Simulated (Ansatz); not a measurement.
```yaml
crystal:
  periodic: [false, false, false]
  atoms:
    - {symbol: Cd, position_ang: [0.000207, 0.000190, 0.000004]}
    - {symbol: C, position_ang: [-0.003218, -0.014399, 2.113640]}
    - {symbol: H, position_ang: [-0.435785, 0.909013, 2.504066]}
    - {symbol: H, position_ang: [1.013897, -0.106543, 2.499955]}
    - {symbol: H, position_ang: [-0.590436, -0.854162, 2.490709]}
    - {symbol: C, position_ang: [0.003576, 0.014649, -2.113634]}
    - {symbol: H, position_ang: [-1.017985, 0.018344, -2.499132]}
    - {symbol: H, position_ang: [0.513784, -0.868525, -2.503403]}
    - {symbol: H, position_ang: [0.515960, 0.901444, -2.492196]}
basis:
  gaussian: {orbitals: def2-mTZVP}
hamiltonian: {xc: {name: PBE0}, dispersion: d2}
scf: {lower_state_search: full}
output: {forces: true}
```

```sh
$ ansatz run in.yaml --threads 4 --pin off --events-out ev --progress --plain --max-ram 3916MiB
```

(1) Predict how Ansatz answers.

Answers

(1) The input was rejected before any iteration. The program holds no damping parameters for this pairing of functional and dispersion term, so they'd have to be typed.
```
Error: YAML parse error: error: line 15 column 45: hamiltonian.dispersion: `d2` is not `none`, `rvv10`, `d3bj`, `d3bjatm`, `d4` or a map `{method: …, s8: …, a1: …, a2_bohr: …}` (numbers without units, a2 in bohr) or `{method: …, functional: …}`
13 | basis:
14 |   gaussian: {orbitals: def2-mTZVP}
15 | hamiltonian: {xc: {name: PBE0}, dispersion: d2}
16 | scf: {lower_state_search: full}
17 | output: {forces: true}
```
